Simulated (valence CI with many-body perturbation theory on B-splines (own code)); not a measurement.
E1 transitions of Sb XLVII

Calculated by configuration interaction combined with many-body perturbation theory (CI+MBPT): three valence electrons over a frozen Dirac-Fock core [He], radial functions for each j: 11 s, 11 p, 9 d, 7 f, 5 g, 2 h, 1 i, with the one-electron correlation potential Σ1 (screened to all orders), the two-electron term Σ2, the three-electron term Σ3, Breit, model QED; selected single and double excitations, second order for the rest (own B-spline code, finite nucleus).

No measured spectrum was set against this ion. As an estimate, large intervals hold to a few tenths of a per cent, small ones and those within an open d or f shell to about a per cent.

Lines 101 to 150 of 276 in falling wavelength, among levels below 5327.0 eV, chosen from the strongest by gf and those to the six lowest levels. Wavelengths and rates use the calculated energies. Electric multipoles are in the length gauge, E1 and E2 with the static RPA response of the core. Weak lines are less certain than strong ones. Lines between different terms over intervals too small for the method are left out, as are lines whose strength nearly cancels. The highest levels of a list are the least certain.

Levels are named by their leading jj configuration (3d3/2^4 stands for four electrons in 3d with j = 3/2), which in mixed levels can hold well under half, so a name can repeat and another be missing. Letters in brackets count levels of one name in rising energy.

| λ vac (nm) | Upper | Lower | A (s⁻¹) | S (a.u.) |
| --- | --- | --- | --- | --- |
| 0.2909 | (2s 2p1/2 3s) J=3/2 | (2s 2p1/2 2p3/2) J=5/2 | 2.53e+13 | 1.23e-03 |
| 0.2898 | (2s 2p3/2 3s) J=3/2 [a] | (2s 2p3/2^2) J=5/2 | 3.12e+13 | 1.50e-03 |
| 0.2897 | (2s 2p1/2 3s) J=1/2 [a] | (2s 2p1/2 2p3/2) J=3/2 [a] | 3.59e+13 | 8.62e-04 |
| 0.2896 | (2s^2 3s) J=1/2 | (2s^2 2p3/2) J=3/2 | 3.77e+13 | 9.03e-04 |
| 0.2892 | (2s^2 3p3/2) J=3/2 | (2s 2p1/2 2p3/2) J=5/2 | 5.11e+12 | 2.44e-04 |
| 0.2889 | (2s 2p1/2 3s) J=3/2 | (2s 2p1/2 2p3/2) J=3/2 [a] | 1.93e+12 | 9.19e-05 |
| 0.2873 | (2s 2p1/2 3s) J=1/2 [b] | (2s 2p1/2 2p3/2) J=3/2 [a] | 8.87e+11 | 2.08e-05 |
| 0.2872 | (2s^2 3p3/2) J=3/2 | (2s 2p1/2 2p3/2) J=3/2 [a] | 1.02e+12 | 4.77e-05 |
| 0.2839 | (2s 2p1/2 3d3/2) J=3/2 [a] | (2s 2p1/2 2p3/2) J=3/2 [b] | 1.99e+13 | 8.98e-04 |
| 0.2829 | (2p1/2 2p3/2 3d5/2) J=3/2 | (2p1/2 2p3/2^2) J=1/2 | 3.58e+13 | 1.60e-03 |
| 0.2827 | (2s 2p1/2 3d3/2) J=5/2 | (2s 2p1/2 2p3/2) J=3/2 [b] | 9.50e+11 | 6.36e-05 |
| 0.2822 | (2s 2p3/2 3d5/2) J=5/2 [a] | (2s 2p3/2^2) J=3/2 | 3.21e+13 | 2.14e-03 |
| 0.2821 | (2p1/2^2 3d3/2) J=3/2 | (2p1/2^2 2p3/2) J=3/2 | 5.54e+13 | 2.46e-03 |
| 0.2820 | (2s 2p3/2 3d5/2) J=3/2 [a] | (2s 2p3/2^2) J=3/2 | 5.12e+13 | 2.27e-03 |
| 0.2819 | (2s 2p1/2 3d3/2) J=1/2 | (2s 2p1/2 2p3/2) J=3/2 [b] | 1.10e+13 | 2.44e-04 |
| 0.2819 | (2s 2p3/2 3d5/2) J=3/2 [a] | (2s 2p3/2^2) J=1/2 | 5.47e+13 | 2.42e-03 |
| 0.2818 | (2s 2p1/2 3d3/2) J=3/2 [b] | (2s 2p1/2 2p3/2) J=3/2 [b] | 1.60e+13 | 7.05e-04 |
| 0.2817 | (2s 2p1/2 3d5/2) J=5/2 [a] | (2s 2p1/2 2p3/2) J=3/2 [b] | 2.56e+13 | 1.69e-03 |
| 0.2808 | (2s 2p1/2 3d3/2) J=3/2 [a] | (2s 2p1/2 2p3/2) J=5/2 | 1.62e+12 | 7.07e-05 |
| 0.2808 | (2s 2p3/2 3d5/2) J=1/2 | (2s 2p3/2^2) J=1/2 | 3.38e+14 | 7.39e-03 |
| 0.2806 | (2p1/2 2p3/2 3d5/2) J=3/2 | (2p1/2 2p3/2^2) J=5/2 | 3.78e+13 | 1.65e-03 |
| 0.2805 | (2p1/2 2p3/2 3d5/2) J=5/2 [a] | (2p1/2 2p3/2^2) J=5/2 | 1.07e+14 | 7.00e-03 |
| 0.2803 | (2p1/2 2p3/2 3d3/2) J=5/2 [b] | (2p1/2 2p3/2^2) J=3/2 | 2.63e+13 | 1.71e-03 |
| 0.2801 | (2s 2p1/2 3d5/2) J=3/2 | (2s 2p1/2 2p3/2) J=1/2 | 2.45e+14 | 1.06e-02 |
| 0.2801 | (2p1/2^2 3d5/2) J=5/2 | (2p1/2^2 2p3/2) J=3/2 | 2.92e+14 | 1.90e-02 |
| 0.2800 | (2s 2p1/2 3d5/2) J=3/2 | (2s 2p1/2 2p3/2) J=3/2 [b] | 5.27e+13 | 2.28e-03 |
| 0.2800 | (2s 2p1/2 3d5/2) J=5/2 [b] | (2s 2p1/2 2p3/2) J=3/2 [b] | 2.53e+14 | 1.64e-02 |
| 0.2800 | (2p1/2 2p3/2 3d3/2) J=3/2 [b] | (2p1/2 2p3/2^2) J=3/2 | 3.68e+13 | 1.60e-03 |
| 0.2797 | (2p1/2 2p3/2 3d5/2) J=5/2 [b] | (2p1/2 2p3/2^2) J=5/2 | 1.61e+14 | 1.04e-02 |
| 0.2797 | (2s 2p1/2 3d3/2) J=5/2 | (2s 2p1/2 2p3/2) J=5/2 | 5.24e+13 | 3.39e-03 |
| 0.2797 | (2s 2p3/2 3d3/2) J=3/2 [b] | (2s 2p3/2^2) J=3/2 | 8.64e+13 | 3.73e-03 |
| 0.2796 | (2s 2p3/2 3d3/2) J=3/2 [b] | (2s 2p3/2^2) J=1/2 | 8.73e+13 | 3.77e-03 |
| 0.2796 | (2s 2p3/2 3d3/2) J=5/2 [a] | (2s 2p3/2^2) J=5/2 | 2.11e+13 | 1.37e-03 |
| 0.2794 | (2s 2p3/2 3d3/2) J=3/2 [a] | (2s 2p3/2^2) J=5/2 | 4.46e+13 | 1.92e-03 |
| 0.2794 | (2p1/2 2p3/2 3d5/2) J=3/2 | (2p1/2 2p3/2^2) J=3/2 | 1.78e+14 | 7.64e-03 |
| 0.2794 | (2s 2p3/2 3d3/2) J=1/2 [b] | (2s 2p3/2^2) J=3/2 | 5.35e+13 | 1.15e-03 |
| 0.2793 | (2p1/2 2p3/2 3d5/2) J=5/2 [a] | (2p1/2 2p3/2^2) J=3/2 | 1.78e+14 | 1.15e-02 |
| 0.2793 | (2p1/2^2 3p1/2) J=1/2 | (2s 2p1/2 2p3/2) J=3/2 [b] | 1.15e+12 | 2.46e-05 |
| 0.2790 | (2s 2p1/2 3d3/2) J=3/2 [a] | (2s 2p1/2 2p3/2) J=3/2 [a] | 2.63e+13 | 1.13e-03 |
| 0.2790 | (2s 2p1/2 3p1/2) J=3/2 | (2s^2 2p3/2) J=3/2 | 4.15e+12 | 1.78e-04 |
| 0.2788 | (2s 2p1/2 3d3/2) J=3/2 [b] | (2s 2p1/2 2p3/2) J=5/2 | 1.34e+13 | 5.72e-04 |
| 0.2788 | (2s 2p1/2 3d5/2) J=5/2 [a] | (2s 2p1/2 2p3/2) J=5/2 | 2.41e+13 | 1.55e-03 |
| 0.2785 | (2p1/2 2p3/2 3d5/2) J=5/2 [b] | (2p1/2 2p3/2^2) J=3/2 | 3.31e+14 | 2.12e-02 |
| 0.2782 | (2s 2p3/2 3d5/2) J=5/2 [b] | (2s 2p3/2^2) J=3/2 | 4.80e+14 | 3.06e-02 |
| 0.2780 | (2s 2p3/2 3d5/2) J=3/2 [b] | (2s 2p3/2^2) J=3/2 | 1.17e+14 | 4.96e-03 |
| 0.2780 | (2s^2 3d3/2) J=3/2 | (2s^2 2p3/2) J=3/2 | 5.66e+13 | 2.40e-03 |
| 0.2780 | (2s 2p3/2 3d5/2) J=3/2 [b] | (2s 2p3/2^2) J=1/2 | 2.16e+14 | 9.16e-03 |
| 0.2778 | (2s 2p1/2 3d3/2) J=5/2 | (2s 2p1/2 2p3/2) J=3/2 [a] | 3.04e+13 | 1.93e-03 |
| 0.2778 | (2s 2p3/2 3d5/2) J=5/2 [a] | (2s 2p3/2^2) J=5/2 | 2.42e+14 | 1.54e-02 |
| 0.2777 | (2s 2p1/2 3d5/2) J=7/2 | (2s 2p1/2 2p3/2) J=5/2 | 3.07e+14 | 2.60e-02 |
